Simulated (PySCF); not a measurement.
H₂MgO₂, SMILES [OH][Mg][OH]. Heavy atoms are numbered as in [Mg:1]([OH:2])[OH:3]. Hydrogens are named by the atom that carries them.

Geometry: PBE-D3(BJ)/def2-TZVP. The values are those of a single conformer.

Level of theory: PBE0/pcSseg-2 (PySCF).

GIAO shieldings, no solvent; atoms alike by connectivity are averaged. δ = σ(ref) − σ: ¹⁷O against H2O (σ = 327.8 ppm); ¹H against TMS (σ = 31.54 ppm), references at their B3LYP-D3(BJ)/def2-TZVP geometries, non-relativistic.

Computed chemical shifts:
```json
[
 {"nucleus": "¹⁷O", "atoms": "O2 (OH)", "count": "2", "δ (ppm)": "-32.2"},
 {"nucleus": "¹H", "atoms": "H on O2", "count": "2", "δ (ppm)": "0.15"}
]
```
